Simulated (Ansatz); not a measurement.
`C=C[CH2][Ge]([F])([O]C)[O]C`. The species carries charge 0 and has multiplicity 1. Correlated methods include outer-core shells of Ge, which these sets cover unevenly. Scalar relativity is left out up to krypton.

Cartesian coordinates in Å:
```
C -0.3937 -0.9808 2.8849
C 0.4703 -1.1158 1.8881
C 0.1319 -1.6469 0.5389
Ge 0.2074 -0.2609 -0.8162
F -0.3279 -0.9393 -2.3295
O 1.8484 0.3115 -0.9990
C 2.1434 1.4074 -1.8464
O -0.7952 1.1594 -0.5594
C -2.2005 1.0395 -0.4993
H -0.0910 -0.5718 3.8410
H -1.4335 -1.2759 2.7810
H 1.5020 -0.8041 2.0331
H 0.8408 -2.4136 0.2131
H -0.8704 -2.0802 0.5113
H 3.2012 1.6444 -1.7189
H 1.9659 1.1580 -2.8975
H 1.5505 2.2894 -1.5872
H -2.6104 0.5713 -1.4007
H -2.6165 2.0452 -0.4139
H -2.5229 0.4632 0.3766
```

Q: Give the diagnostics of a CCSD(T)/def2-TZVPP run (frozen core, Ansatz). (An estimate is asked.)

A: Computed: T1 = 0.0117, largest single amplitude 0.013, largest double 0.046, (T) share of the correlation energy 3.8 %, 9 CCSD cycles. The RHF solution is stable towards an unrestricted one. T1 lies under the customary mark of 0.02 for closed shells.
